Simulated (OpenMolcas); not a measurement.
F II: from RASSCF to RASPT2

| Item | Value |
| --- | --- |
| Program | OpenMolcas 26.06 |
| Basis | ANO-R2 [4s4p2d1f] |
| Scalar Hamiltonian | X2C, finite nucleus |
| Active space | 6 electrons in 9 orbitals (RAS2 2s 2p; RAS3 3d, at most 2 electrons) |
| State averaging | 2S+1 = 3 even, 3 roots; 2S+1 = 1 even, 6 roots; 2S+1 = 3 odd, 3 roots; 2S+1 = 1 odd, 3 roots |
| Spin-orbit coupling | state interaction with AMFI integrals over the reference wave functions, term energies averaged over their components |

Methods on the same reference wave functions:
A. RASSCF
B. SS-RASPT2, IPEA 0.25 Eh, imaginary shift 0.1 Eh (closed shells correlated: 1s)

Energies in cm-1 above 2s2 2p4 3P2, the measured ground level; measured values from NIST Handbook of Basic Atomic Spectroscopic Data.

```
       Level       A       B  Measured
 2s2 2p4 3P2     0.0     0.0       0.0
 2s2 2p4 3P1     316     316       341
 2s2 2p4 3P0     469     469       490
 2s2 2p4 1D2   22227   21090     20873
 2s2 2p4 1S0   47139   45150     44918
2s 2p5 3P* 2  168514  165450    164798
2s 2p5 3P* 1  168820  165760    165107
2s 2p5 3P* 0  168974  165910    165279
2s 2p5 1P* 1  244822  237990
```

Deviations, from unrounded energies. A percentage is the sum of absolute deviations over the sum of measured energies, with the sign that they share, or ± where signs differ.

| Against measurement | Levels | A | B |
| --- | --- | --- | --- |
| mean absolute deviation (cm-1) | 7 | 2100 | 350 |
| fine structure of the ground term (%) | 2 | -5.5 | -5.5 |
| other terms of the ground configuration (%) | 2 | +5.4 | +0.7 |
| other configurations (%) | 3 | +2.2 | +0.4 |

B lies closest to measurement on these levels. The largest miss of B in the table is 2s 2p5 3P* 2, by +650 cm-1. The ranking rests on the paired levels alone, and a cruder setting can come out closer through cancelling errors.

From A to B the spin-free energies of the other terms of 2s2 2p4 shown, above 3P, scale by factors of 0.95 to 0.96.

The lowest spin-free term lies below A's lowest term by 0.103 hartree in B.

CASPT2 breaks the degeneracy within a term, and the mean is taken; among the terms shown or strongly mixed into the levels shown the widest spread is 19 cm-1 (2s2 2p4 1D, B). Active for correlation alone: 3d; no level in the range computed is led by a configuration that fills it, so any true level of that kind is missing. Without dynamic correlation excited terms often stand tens of per cent too high (terms of higher spin than the ground term too low), and those without a measured partner can miss by more than the paired ones (holds for A). Measured partners are found by configuration, term and J. A level has none where our copy of the source lacks it or the pairing is in doubt (some pairs that miss far off the trend of their configuration count as doubtful), and it then counts in no deviation. Only configurations of the active space appear.

* marks odd parity.
